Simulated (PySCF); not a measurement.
Ru: electron affinity

Ru⁻ [Kr] 4d7 5s2 (4F) → Ru [Kr] 4d7 5s1 (5F), as a difference of total energies. Computed with PySCF 2.14 in aug-cc-pVTZ-DK (9s8p6d3f2g, 102 functions), with the spin-free X2C one-electron Hamiltonian (Gaussian nucleus). Correlated levels: valence: [Kr] frozen. The calculations carry no spin-orbit coupling.

Task: Order these methods by the electron affinity they give, lowest first.
A. SCS-MP2 (valence)
B. CCSD(T) (valence)
C. CCSD (valence)
D. MP2 (valence)

Result: D (0.566 eV), A (0.657 eV), C (0.826 eV), B (0.959 eV).

Errors of the correlated levels include the incompleteness of this basis and the frozen core.

A negative affinity means that the anion lies above the atom at that level of theory.

The coupled-cluster amplitudes are large for Ru⁻ (T1 above 0.03 or a double amplitude above 0.15), so a single reference is strained.

For comparison: 1.046 eV (measured; photodetachment measurements, as compiled on the Wikipedia data page of electron affinities).
